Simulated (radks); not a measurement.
Values are calculated unless marked as measured or tabulated.
All-electron atom: Ga in [Ar] 3d10 4s1.75 4p1 5s0.25 (fractional occupations, a model configuration). Level of theory: scalar-relativistic Kohn-Sham, BLYP, spin-polarised, spherical densities, point nucleus; open shells are filled with parallel spins first (a radial shooting solver on a logarithmic mesh with Libxc functionals).

Unscreened Slater integrals over Kohn-Sham orbitals (hartree). They are taken over the spin-up orbitals.

F0(5s,5s): 0.10470
F0(5s,4p): 0.13399
G1(5s,4p): 0.014685
F0(5s,4s): 0.13773
G0(5s,4s): 0.0054349
F0(5s,3d): 0.14401
G2(5s,3d): 0.0027415
F0(4p,4p): 0.28420
F2(4p,4p): 0.14290
F0(4p,4s): 0.32602
G1(4p,4s): 0.19897
F0(4p,3d): 0.37932
F2(4p,3d): 0.065177
G1(4p,3d): 0.025887
G3(4p,3d): 0.020967
F0(4s,4s): 0.39381
F0(4s,3d): 0.50523
G2(4s,3d): 0.051629
F0(3d,3d): 1.1511
F2(3d,3d): 0.52730
F4(3d,3d): 0.32709

Derived for the open shells (J is the average intra-shell exchange parameter used in DFT+U). 4p: J = F2/5 = 0.02858 hartree.
